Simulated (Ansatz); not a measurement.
Reaction (ligand exchange at the Si–S bond): `CO[SiH2]S[SiH2]O` + `CN[SiH2]O` → `CN([SiH2]O)[SiH2]O` + `CO[SiH2]S`

Isolated molecules relaxed with PBE0-D4/def2-TZVP in Ansatz; ΔE leaves out vibrations. CBS: MP2 limit from def2 TZ/QZ plus the TZ coupled-cluster correction, frozen cores. This one scheme is used for every species. DFT in def2-TZVPP. B3LYP here is the variant with VWN-RPA as its local correlation; programs differ in this. Each species was taken in one conformer, which may not be the lowest.

Q: Is it downhill or uphill in electronic energy at CCSD(T)/CBS, and by how much? (Estimate.)

A: Ansatz gave: Uphill: ΔE = +18.8 kJ/mol.

Q: What do these levels give: r2SCAN-D4, PBE0-D4, ωB97X-V, PBE0, B3LYP, HF/def2-TZVPP, SCS-MP2/def2-TZVPP, CCSD(T)/def2-TZVPP, MP2/def2-QZVPP, SCS-MP2/def2-QZVPP, HF/CBS(def2), CCSD/CBS(def2)? (Best estimate.)

A: The calculation gave: r2SCAN-D4 23.1, PBE0-D4 26.5, ωB97X-V 19.5, PBE0 25.3, B3LYP 17.7, HF/def2-TZVPP 7.3, SCS-MP2/def2-TZVPP 14.9, CCSD(T)/def2-TZVPP 15.1, MP2/def2-QZVPP 20.8, SCS-MP2/def2-QZVPP 16.6, HF/CBS(def2) 5.9, CCSD/CBS(def2) 16.2 kJ/mol.

Largest T1 diagnostic among the species: 0.012.

In def2-TZVPP, CCSD(T) changes the Hartree–Fock value by +7.8 kJ/mol (the triples alone add +2.6 kJ/mol) and MP2 by +11.8 kJ/mol. From PBE to PBE0 (25 % exact exchange), in def2-TZVPP and without D4, ΔE moves by −3.7 kJ/mol.
